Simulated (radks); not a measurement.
Bi32+, configuration [Kr] 4d10 4f5.

All-electron calculation, non-relativistic Kohn-Sham, TPSS, spin-polarised, spherical densities, point nucleus; open shells are filled with parallel spins first (spin-orbit coupling, left out, can overturn this in heavy ions); meta-GGA in the generalised Kohn-Sham scheme; relativity is left out, which matters for an element this heavy. Program: a radial shooting solver on a logarithmic mesh with Libxc functionals.

Energy parts (eV):
| part | energy |
|---|---|
| total | -532650.25 |
| kinetic | 532567.56 |
| electron-nucleus | -1206249.61 |
| Hartree | 149848.64 |
| exchange-correlation | -8816.84 |

Orbitals (lengths in bohr, moments of r in powers of bohr; r(max) is where P^2 peaks):
| orbital | occ. | eigenvalue (eV) | <r^2> | r(max) |
|---|---|---|---|---|
| 1s down | 1 | -82212.14 | 0.0004439 | 0.01210 |
| 1s up | 1 | -82212.13 | 0.0004439 | 0.01210 |
| 2s up | 1 | -14843.44 | 0.006879 | 0.06566 |
| 2s down | 1 | -14843.23 | 0.006878 | 0.06566 |
| 2p up | 3 | -14338.20 | 0.005069 | 0.05091 |
| 2p down | 3 | -14338.06 | 0.005069 | 0.05091 |
| 3s up | 1 | -4421.746 | 0.04181 | 0.1785 |
| 3s down | 1 | -4414.158 | 0.04172 | 0.1783 |
| 3p up | 3 | -4183.262 | 0.03837 | 0.1677 |
| 3p down | 3 | -4176.329 | 0.03828 | 0.1675 |
| 3d up | 5 | -3740.534 | 0.02938 | 0.1315 |
| 3d down | 5 | -3735.414 | 0.02929 | 0.1314 |
| 4s up | 1 | -1771.866 | 0.1775 | 0.3845 |
| 4s down | 1 | -1763.373 | 0.1781 | 0.3846 |
| 4p up | 3 | -1665.016 | 0.1774 | 0.3811 |
| 4p down | 3 | -1656.311 | 0.1781 | 0.3813 |
| 4d up | 5 | -1470.355 | 0.1734 | 0.3673 |
| 4d down | 5 | -1461.024 | 0.1744 | 0.3677 |
| 4f up | 5 | -1215.906 | 0.1533 | 0.3089 |
| 4f down | 0 | -1204.793 | 0.1547 | 0.3098 |

The highest occupied level is 4f up at -1215.9 eV. For comparison, the ionisation energy in NIST's Atomic Spectra Database is 1250 eV (theoretical). In exact Kohn-Sham theory the highest level is minus the ionisation energy, but local and semilocal functionals leave it too shallow, through self-interaction and a potential that decays too fast; potentials with the right tail come closer. Summed over all electrons, <r^2> = 4.580 bohr^2, which gives a Langevin (diamagnetic) susceptibility term of -3.63 x 10^-6 cm^3/mol. Virial ratio -V/T = 2.00016. The electron density at the nucleus is 4.111e+05 e/bohr^3. The density falls to 0.001 e/bohr^3 at r = 1.14 bohr. Spin moment in Bohr magnetons: 5. The spin density at the nucleus is -7.03 e/bohr^3 (1s 0.01, 2s -1.40, 3s -14.91, 4s 9.28).
